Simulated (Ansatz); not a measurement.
Input for Ansatz (a program for electronic structure): R-wB97X-V/def2-TZVPP on BF3 (SMILES FB(F)F).

Ansatz 0.2 input:
```yaml
crystal:
  periodic: [false, false, false]
  atoms:
    - {symbol: B, position_ang: [0.00002246, 0.00002661, -0.00000027]}
    - {symbol: F, position_ang: [1.30155238, -0.18569348, 0.04940883]}
    - {symbol: F, position_ang: [-0.48538880, 1.20841319, -0.18731287]}
    - {symbol: F, position_ang: [-0.81608604, -1.02264632, 0.13790430]}
basis:
  gaussian:
    orbitals: def2-TZVPP
hamiltonian:
  xc: {name: wB97X-V}
scf: {lower_state_search: off}
```

Program output:

```
WARN ansatz: RAYON_NUM_THREADS=4 ignored (pool sized by the plan → 4); use --threads N
Functional definition: wB97X-V
these checks for a lower state are left out or cut short: stability, starts, cluster_reference, orbital_swaps, neighbouring_geometries, increment
integrals: 0.04 GiB planned
637 factors; their error is unknown
integrals: 0.08 GiB planned
127 factors; integrals over basis functions are off by at most 1.2e-5 eV
mean field: 0.47 GiB planned
mean field evaluation 1: about -8830.0001 eV, gradient 4.4e1 eV
mean field evaluation 2: about -8830.2595 eV, gradient 4.7e1 eV
mean field evaluation 4: about -8832.7910 eV, gradient 2.7e-1 eV
mean field evaluation 8: about -8832.8170 eV, gradient 4.1e-3 eV
mean field -8832.81695423 eV, -324.6000359698 hartree, gradient 4.0e-6 eV, S^2 0.000000; 0 other end points of the search recorded, 0 dependent functions left out
reference -8832.81695267 eV, -324.6000359124 hartree; 16, 16 occupied and 108, 108 virtual orbitals, 637 factors
Total energy: -8832.81695267 eV, -324.6000359124 hartree
Checks for a lower state left out: stability, starts, cluster_reference, orbital_swaps, neighbouring_geometries, increment
```

Self-consistency was reached.

Cost: very roughly 1.7 core-seconds.
